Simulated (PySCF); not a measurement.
## MF cations for M along group 12

CCSD(T) with double-zeta basis sets in PySCF, for the lowest determinant that a PBE0 search found; no spin–orbit coupling. De refers to high-spin ground-configuration atoms (the charge goes to the atom of lower measured ionisation energy or higher electron affinity, which is not always the lowest computed limit).

```
 M               basis  reference, frozen orbitals  charged atom  state (unpaired electrons)  Re (Å)  ωe (cm⁻¹)  De (eV)
Zn          x2c-SVPall                      RHF, 6           Zn+      singlet (closed shell)   1.733        705     2.72
Cd  cc-pVDZ-PP/cc-pVDZ                      RHF, 1           Cd+      singlet (closed shell)   1.912        616     2.00
Hg            def2-SVP                      RHF, 1           Hg+      singlet (closed shell)   1.968        511     1.25
```

The shortest bond is that of ZnF⁺ (1.733 Å), the longest that of HgF⁺ (1.968 Å). ZnF⁺ is bound most strongly (2.72 eV) and HgF⁺ least (1.25 eV).

The rows differ in basis set, which adds steps of its own.

Down a group the atoms grow and get heavier, so bonds lengthen and wavenumbers fall; this series shows no clear exception.

Correlated steps freeze the inner cores (1 to 6 orbitals); shallow outer-core shells are correlated. Correlated levels converge slowly with the basis: in double zeta they bind strong bonds too weakly, by up to about 1 eV, and carry superposition errors of some tenths. Spin–orbit coupling is left out, which matters for elements this heavy, above all for dissociation energies. For an ion De counts to the pair picked by the measured ionisation energies or electron affinities, which need not be the lowest pair at this level. Where the molecule has an RHF reference, its open-shell atoms are computed with UHF. The CCSD T1 diagnostic is raised in CdF⁺, HgF⁺, ZnF⁺, a sign that a single reference may not be enough there.
